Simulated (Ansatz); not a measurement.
Basis-set extrapolation for C5H8N2 (`CCc1ncc[nH]1`) (PBE0-D4/def2-TZVP geometry, frozen core, Ansatz 0.2.0). Multiplicity 1, RHF reference.

|  | def2-TZVPP | def2-QZVPP |
| --- | --- | --- |
| HF | -303.008751 | -303.022315 |
| MP2 correlation | -1.225847 | -1.305857 |
| CCSD(T) correlation | -1.316718 | not run |

Energies in hartree. Use E(X) = E(∞) + A·exp(−7.88·√X) for Hartree–Fock and E(X) = E(∞) + B·X^(−2.97) for correlation, with X = 3 and 4, and add CCSD(T) minus MP2 of the smaller set to the MP2 limit.

Problem. What is the CCSD(T) energy at the basis-set limit?

Solution. HF limit: -303.022315 + (-0.013564) × 0.13774 = -303.02418. MP2 limit: -1.305857 + (-0.080010) × 0.74074 = -1.36512. Higher-order term: -1.316718 − (-1.225847) = -0.09087. Total: -304.48017 hartree, 406.2 kJ/mol below CCSD(T)/def2-TZVPP.
